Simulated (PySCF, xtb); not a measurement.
FH5N3Nb, SMILES [NH]=[Nb]([NH2])([NH2])[F], multiplicity 1. One conformer was computed; it need not be the lowest.

Harmonic wavenumbers (cm⁻¹) from GFN2-xTB (xtb) at its own minimum, in rising order: 127, 135, 148, 175, 181, 261, 321, 378, 487, 501, 521, 522, 571, 572, 579, 592, 910, 1488, 1491, 3285, 3287, 3322, 3360, 3362.

Q: What does PBE-D3(BJ)/def2-SVP (PySCF) give at its own minimum? (An estimate is asked for; the answer gives what the named calculation found.)

A: 167, 172, 183, 199, 215, 298, 409, 447, 468, 507, 524, 565, 567, 646, 678, 688, 976, 1459, 1461, 3452, 3455, 3544, 3559, 3559. Paired by order, the mean absolute difference is 74 cm⁻¹ and the zero-point energies are 38.0 and 40.3 kcal/mol.
